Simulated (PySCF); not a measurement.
C₃H₁₁FOSi₂.
Atom-mapped SMILES: `[CH3:1][Si:2]([CH3:3])([CH2:4][F:5])[O:6][SiH3:7]` (hydrogens: H8, H9, H10 on C1; H11, H12, H13 on C3; H14, H15 on C4; H16, H17, H18 on Si7)

A GFN2-xTB structure was refined with PBE0-D3(BJ)/def2-SVP geometry optimisation, gas phase in PySCF. Its GFN2-xTB values:

```csv
coordinate,GFN2-xTB
C1–Si2,1.877 Å
C1–H8,1.104 Å
Si2–C4,1.907 Å
Si2–O6,1.624 Å
C4–F5,1.388 Å
C4–H14,1.080 Å
O6–Si7,1.640 Å
Si7–H16,1.444 Å
C1–Si2–C3,113.6°
C1–Si2–C4,109.7°
C1–Si2–O6,106.1°
Si2–C4–F5,111.0°
Si2–O6–Si7,161.0°
C3–Si2–C4,110.0°
C3–Si2–O6,110.7°
C4–Si2–O6,106.4°
C1–Si2–C4–F5,176°
C1–Si2–O6–Si7,178°
```

**Question.** How do these coordinates change at the PBE0-D3(BJ)/def2-SVP level?

**Answer.** 
```
   coordinate  PBE0-D3(BJ)/def2-SVP (Å or °)  change
      Si7–H16                          1.494  +0.050
       Si2–O6                          1.668  +0.044
       C4–H14                          1.105  +0.025
       O6–Si7                          1.660  +0.020
       C1–Si2                          1.865  -0.012
       Si2–C4                          1.901  -0.006
        C4–F5                          1.393  +0.005
        C1–H8                          1.101  -0.003
   Si2–O6–Si7                          139.3   -21.7
    Si2–C4–F5                          106.9    -4.1
    C1–Si2–O6                          108.5    +2.4
    C1–Si2–C4                          111.5    +1.8
    C4–Si2–O6                          105.2    -1.2
    C3–Si2–O6                          109.5    -1.2
    C3–Si2–C4                          108.9    -1.1
    C1–Si2–C3                          112.9    -0.7
C1–Si2–O6–Si7                            159     -19
 C1–Si2–C4–F5                           -171     +13
```

The energy falls by 34.2 kJ/mol over 25 energy and gradient evaluations, the largest force component goes from 0.0320 to 3.9e-04 Eh/bohr, and the atoms move by 0.691 Å rms after alignment. The bond that changes most is Si7–H16 (oxygen-bound silicon to Si–H hydrogen), which lengthens by 0.050 Å. Bonds longer at the end by more than 0.005 Å: 10 of 17; shorter: 5. Among the dihedrals that turn most is O6–Si2–C4–F5, from -70° to -54°. Rotational constants go from 1800, 1227, 976.8 to 1961, 1317, 1067 MHz.

The run used 161 basis functions and 166 SCF cycles in all.

Whether it is a minimum is left open (no frequencies). One conformer, not necessarily the lowest.
